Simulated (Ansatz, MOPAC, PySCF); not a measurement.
Torsion H4–O1–Ge2–Cl3 in ClGeH3O (SMILES [OH][GeH2][Cl]); at each angle all else is relaxed with GFN2-xTB, and the levels are single points there.
Geometry at 300° (charge 0, multiplicity 1):
```xyz
6

O      1.2477     0.0444    -0.4615
Ge    -0.4026    -0.1324     0.0325
Cl    -0.4277    -1.3939     1.7102
H      1.8891     0.4148     0.1420
H     -1.0211    -0.7802    -1.1657
H     -0.9973     1.2087     0.3918
```

On the grid 0° to 330°, 180° is the highest and 300° the lowest point at MP2/CBS(def2-TZVPP, def2-QZVPP) + ΔCCSD(T)/def2-TZVPP.

Rows in 3-21G carry no dispersion term and start afresh at each structure; the Pople sets are all-electron and without relativity. The state that PM3 reach isn't checked.

The values were computed with Ansatz (Gaussian basis) for Hartree–Fock, density functionals and correlated methods; MOPAC for PM3 (differences of heats of formation); PySCF for 3-21G rows, the dispersion terms. 

Task: One of these levels gives 114.5 meV for the energy at 180° less that at 300°. Which one is it?
A) BLYP-D4/def2-TZVPP
B) PM3
C) HF/3-21G

Result: A, BLYP-D4/def2-TZVPP. The others give 133.1 (PM3), 203.8 (HF/3-21G)

Ansatz is a program for electronic structure.
